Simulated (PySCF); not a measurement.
B₂H₅OSi, B₂H₄OSi, CH₆AlB₂ (calculated)

All values are calculated (PySCF 2.14.0). Calculation on a computer-drawn molecule: optimised geometry and harmonic frequencies of an isolated molecule of the commonest isotopes, restricted reference for singlets and unrestricted otherwise, frozen core in MP2.

Common to all runs: method HF; basis cc-pV(D+d)Z.

(1) B₂H₅OSi

Start structure:
```xyz
9
B2H5OSi
B     -1.5181     1.5139     0.5642
B     -0.2325     0.4669     0.4069
O     -0.0562    -0.7787     1.0415
Si     0.0821    -2.1259     1.7580
H     -1.6030     2.2494     1.3538
H     -2.3862     1.5029    -0.3151
H      0.6849     0.8368    -0.1403
H     -0.3807    -3.2140     0.9207
H      0.6984    -2.1050     3.0273
```

```
charge                                        : 1
multiplicity                                  : 1
rotational constants                          : 26.26, 2.594, 2.487 GHz
total energy                                  : -415.8302 hartree
convergence status largest gradient component : 2.481e-05 hartree/bohr
```

Drawn bonds:
| atom | other atom | order |
| --- | --- | --- |
| 1 | 2 | 1 |
| 2 | 3 | 1 |
| 3 | 4 | 1 |
| 1 | 5 | 1 |
| 1 | 6 | 1 |
| 2 | 7 | 1 |
| 4 | 8 | 1 |
| 4 | 9 | 1 |

Optimised structure:
```xyz
9
B2H5OSi
B     -1.5490     1.5178     0.5322
B     -0.1604     0.5477     0.3887
O     -0.0992    -0.7197     1.0403
Si     0.0734    -2.1020     1.7049
H     -1.6431     2.3166     1.4182
H     -2.4429     1.4200    -0.2575
H      0.8274     0.8123    -0.2261
H     -0.3561    -3.2834     0.9717
H      0.6386    -2.1630     3.0446
```

Modes:
| frequency (cm⁻¹) | reduced mass (dalton) |
| --- | --- |
| 96.03 | 2.661 |
| 116.5 | 4.299 |
| 158.3 | 1.078 |
| 262.2 | 1.232 |
| 304.5 | 3.698 |
| 511.7 | 1.105 |
| 671.4 | 4.042 |
| 747.7 | 1.217 |
| 794.4 | 1.162 |
| 888.6 | 2.183 |
| 973.5 | 1.663 |
| 1011 | 1.617 |
| 1037 | 1.114 |
| 1210 | 1.245 |
| 1281 | 1.479 |
| 1351 | 8.868 |
| 2448 | 1.026 |
| 2498 | 1.063 |
| 2701 | 1.055 |
| 2774 | 1.093 |
| 2785 | 1.124 |

(2) B₂H₄OSi

Start structure:
```xyz
8
B2H4OSi
B      1.1972     0.3296    -1.8162
B     -0.1443     1.1825    -1.5095
O     -0.9516     0.9549    -0.5038
Si    -1.9930     0.5618     0.6619
H      1.2624    -0.4450    -2.7495
H      2.2553     0.4091    -1.2806
H     -0.3221     2.2280    -2.1024
H     -2.8772    -0.3619    -0.1111
```

```
charge                                        : 0
multiplicity                                  : 1
rotational constants                          : 28.75, 2.625, 2.509 GHz
total energy                                  : -415.4880 hartree
convergence status largest gradient component : 1.862e-05 hartree/bohr
```

Drawn bonds:
| atom | other atom | order |
| --- | --- | --- |
| 1 | 2 | 1 |
| 2 | 3 | 1 |
| 3 | 4 | 1 |
| 1 | 5 | 1 |
| 1 | 6 | 1 |
| 2 | 7 | 1 |
| 4 | 8 | 1 |

Optimised structure:
```xyz
8
B2H4OSi
B      1.2897     0.3196    -1.8748
B     -0.1071     1.2270    -1.5001
O     -0.9930     0.8213    -0.5591
Si    -2.0200     0.5548     0.6973
H      1.2909    -0.5114    -2.7453
H      2.3327     0.4974    -1.3008
H     -0.3460     2.2659    -2.0741
H     -3.0204    -0.3155    -0.0544
```

Modes:
| frequency (cm⁻¹) | reduced mass (dalton) |
| --- | --- |
| 75.26 | 4.761 |
| 77.15 | 3.971 |
| 215.3 | 1.083 |
| 262.5 | 1.257 |
| 276 | 2.904 |
| 526.9 | 1.117 |
| 654.3 | 4.904 |
| 840.1 | 2.694 |
| 942.1 | 1.137 |
| 981.2 | 1.699 |
| 1024 | 1.635 |
| 1210 | 1.294 |
| 1273 | 1.362 |
| 1428 | 6.53 |
| 2089 | 1.045 |
| 2619 | 1.084 |
| 2660 | 1.062 |
| 2718 | 1.121 |

(3) CH₆AlB₂

Start structure:
```xyz
10
CH6AlB2
B      0.2973     0.2179     2.9081
B      0.8453     1.8015     2.7392
C      2.0715     2.0951     1.8566
Al     1.7948     2.6118    -0.1103
H      0.4651    -0.4771     3.8185
H     -0.3167    -0.2949     2.0951
H      0.2252     2.7259     3.1804
H      2.6144     2.9781     2.3045
H      2.8141     1.2658     1.7614
H      0.5821     2.8191    -0.9606
```

```
charge                                        : 0
multiplicity                                  : 2
rotational constants                          : 13.64, 2.728, 2.529 GHz
total energy                                  : -332.5795 hartree
spin squared                                  : 0.754
convergence status largest gradient component : 5.914e-06 hartree/bohr
```

Drawn bonds:
| atom | other atom | order |
| --- | --- | --- |
| 1 | 2 | 1 |
| 2 | 3 | 1 |
| 3 | 4 | 1 |
| 1 | 5 | 1 |
| 1 | 6 | 1 |
| 2 | 7 | 1 |
| 3 | 8 | 1 |
| 3 | 9 | 1 |
| 4 | 10 | 1 |

Optimised structure:
```xyz
10
CH6AlB2
B      0.2762     0.1665     2.9405
B      0.8320     1.7196     2.5579
C      2.1532     2.0383     1.8107
Al     1.7841     2.3415    -0.1297
H      0.4617    -0.3247     4.0249
H     -0.3490    -0.5066     2.1579
H      0.1045     2.6467     2.8380
H      2.5642     3.0275     2.0666
H      2.9433     1.2858     1.8755
H      0.6228     3.3486    -0.5496
```

Modes:
| frequency (cm⁻¹) | reduced mass (dalton) |
| --- | --- |
| 75.19 | 1.712 |
| 104.8 | 1.624 |
| 191.1 | 1.749 |
| 237.2 | 2.288 |
| 328.9 | 1.294 |
| 485.4 | 1.14 |
| 561.8 | 2.708 |
| 589.4 | 1.255 |
| 747.5 | 1.355 |
| 760.9 | 2.294 |
| 846.9 | 1.129 |
| 964.5 | 1.4 |
| 997.9 | 1.747 |
| 1034 | 1.613 |
| 1114 | 1.646 |
| 1226 | 1.299 |
| 1310 | 1.618 |
| 1529 | 1.154 |
| 1916 | 1.044 |
| 2613 | 1.083 |
| 2642 | 1.065 |
| 2697 | 1.118 |
| 3123 | 1.065 |
| 3223 | 1.094 |
